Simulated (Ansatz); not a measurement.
Consider the formal hydrolysis of the In–F bond: `[OH][In]([OH])[F]` + H₂O → `[OH][In]([OH])[OH]` + H–F.

Isolated molecules relaxed with PBE0-D4/def2-TZVP in Ansatz; ΔE leaves out vibrations. CCSD(T)/CBS adds triple-zeta CCSD(T) − MP2 to the extrapolated MP2 energy (def2 sets, frozen cores). This one scheme is used for every species. Functionals use def2-TZVPP. def2 core potentials past Kr. For In outer-core shells are correlated without core-valence functions, which leaves a few kJ/mol of doubt a bond. One conformer a species, not always the lowest.

Problem. Is it downhill or uphill in electronic energy at CCSD(T)/CBS, and by how much? (Best estimate.)

Solution. The calculation gave: Uphill: ΔE = +0.26 eV.

Problem. What do these levels give: PBE-D4, revPBE-D4, r2SCAN-D4, PBE, HF/def2-SVP, HF/def2-QZVPP? (Best estimate.)

Solution. Computed: PBE-D4 0.31, revPBE-D4 0.31, r2SCAN-D4 0.33, PBE 0.32, HF/def2-SVP 0.43, HF/def2-QZVPP 0.41 eV.

Largest T1 diagnostic among the species: 0.017.

In def2-TZVPP, CCSD(T) changes the Hartree–Fock value by −0.15 eV (the triples alone add −0.02 eV) and MP2 by −0.18 eV. At CCSD(T), def2-SVP lies +0.09 eV from the extrapolated value and def2-TZVPP −0.01 eV. Leaving LDA and LC-ωPBE aside and taking each functional with its dispersion term where it has one, the values, not all of them listed here, spread over 0.10 eV, from PBE-QIDH to B97M-V. LDA lies −0.07 eV from PBE without D4.
